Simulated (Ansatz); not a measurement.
`CB(C)S` + H₂Se → `CB(C)[SeH]` + H₂S at 600 K and 1 bar (ligand exchange at a B–S bond).

Program: Ansatz. Geometries: PBE0-D4/def2-TZVP. ΔE: electronic, gas phase. CBS: MP2 limit from def2 TZ/QZ plus the TZ coupled-cluster correction, frozen cores. This one scheme is used for every species. For Se outer-core shells are correlated without core-valence functions, which leaves a few kJ/mol of doubt a bond. Scalar relativity is left out up to krypton. One conformer a species, not always the lowest.

```json
{"species": "`CB(C)S`", "CCSD(T)/CBS energy (Eh)": "-502.93918", "H − E (kJ/mol)": "286.6", "S (J/(mol·K))": "415.0"}
{"species": "H₂Se", "CCSD(T)/CBS energy (Eh)": "-2401.89790", "H − E (kJ/mol)": "57.0", "S (J/(mol·K))": "244.8"}
{"species": "`CB(C)[SeH]`", "CCSD(T)/CBS energy (Eh)": "-2505.86300", "H − E (kJ/mol)": "283.9", "S (J/(mol·K))": "430.1"}
{"species": "H₂S", "CCSD(T)/CBS energy (Eh)": "-398.97279", "H − E (kJ/mol)": "60.8", "S (J/(mol·K))": "230.9"}
```

H − E and S are ideal-gas, rigid-rotor, harmonic terms from PBE0-D4/def2-TZVP, for one conformer and one mirror image of each species. 1 Eh = 2625.50 kJ/mol, R = 8.31446 J/(mol·K).

By hand: ΔE, ΔH, ΔS and ΔG.

ΔE = (-2505.86300) + (-398.97279) − (-502.93918) − (-2401.89790) = 0.00129 Eh = 3.4 kJ/mol. Δ(H − E) = 283.9 + 60.8 − 286.6 − 57.0 = 1.1, so ΔH = 4.5 kJ/mol. ΔS = 430.1 + 230.9 − 415.0 − 244.8 = 1.2 J/(mol·K). ΔG = 4.5 − 600 × (1.2)/1000 = 3.8 kJ/mol.

By hand: the equilibrium constant, and the temperature at which ΔG would vanish if ΔH and ΔS stayed fixed.

log₁₀ K = −ΔG/(RT ln 10) = -0.3. ΔG = 0 at ΔH/ΔS = 3750 K, far beyond where these terms or the molecules hold.

The number of gas molecules stays the same, so ΔS is small and ΔH decides. The sign of ΔG lies within the doubt. A doubt of 5 kJ/mol in ΔE shifts log₁₀ K by 0.4 here. Other conformers and mirror images would add mixing entropy, several J/(mol·K) or more a flexible species. These are equilibria of isolated gas molecules and say nothing of rates. Largest T1 diagnostic: 0.012 (customary marks: 0.02 for closed shells, 0.045 for open ones).
